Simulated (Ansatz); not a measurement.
Stretching the Ga1–H2 bond in ClFGaH (SMILES [F][GaH][Cl]) (multiplicity 1 held, fragments rigid). Energies count from the point at 1.542 Å.
Geometry at that point (charge 0, multiplicity 1):
```xyz
4

Ga    -0.42036     0.09492    -0.34524
H     -1.61041    -0.41856    -1.18001
F     -0.00463     1.79964    -0.33177
Cl     0.86371    -1.10122     0.87461
```

Active spaces are followed from a long bond inwards.

Cores are frozen in the correlated methods. Filled d and f shells under p-block atoms count as core.

Codes used: Ansatz (a first-principles code) with Gaussian orbitals. 

### Question
Predict the energy at R = 4.933 Å from FIC-MRCISD on CASSCF(2,2)/def2-SVP.

### Answer
80.4 kcal/mol

### Question
Estimate the energy at R = 4.933 Å that FIC-MRCISD+Q on CASSCF(2,2)/def2-SVP returns for this input.

### Answer
81.3 kcal/mol
